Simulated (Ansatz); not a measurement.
GaCl2F. Charge 0, multiplicity 1. Geometry r2SCAN-D4/def2-SVP.

```xyz
4

Ga   -0.026   -0.064    0.011
Cl    0.036    0.666   -1.972
Cl    0.646    1.056    1.674
F    -0.656   -1.658    0.287
```

HSE06 is defined as in plane-wave codes, on full-range PBE exchange.

(1) Estimate the orbital energies around the gap (eV) in Ansatz with PBE-D4/def2-TZVP, revPBE-D4/def2-TZVP, BLYP-D4/def2-TZVP, HSE06-D4/def2-TZVP, ωB97X-V/def2-TZVP.

Results:

(1) 
```tsv
orbital	PBE-D4/def2-TZVP	revPBE-D4/def2-TZVP	BLYP-D4/def2-TZVP	HSE06-D4/def2-TZVP	ωB97X-V/def2-TZVP
HOMO−5	-9.86	-9.76	-9.77	-11.44	-14.51
HOMO−4	-9.21	-9.13	-9.09	-10.50	-13.28
HOMO−3	-8.78	-8.71	-8.62	-9.87	-12.77
HOMO−2	-8.53	-8.46	-8.36	-9.61	-12.51
HOMO−1	-8.46	-8.39	-8.28	-9.49	-12.34
HOMO	-8.26	-8.19	-8.08	-9.32	-12.16
LUMO	-3.05	-2.91	-3.03	-2.46	0.07
LUMO+1	-2.14	-2.00	-2.09	-1.71	0.65
LUMO+2	0.64	0.77	0.72	1.12	3.47
LUMO+3	1.26	1.38	1.28	1.71	3.97
LUMO+4	2.27	2.41	2.28	2.75	5.10
LUMO+5	3.63	3.73	3.73	4.32	6.82
```
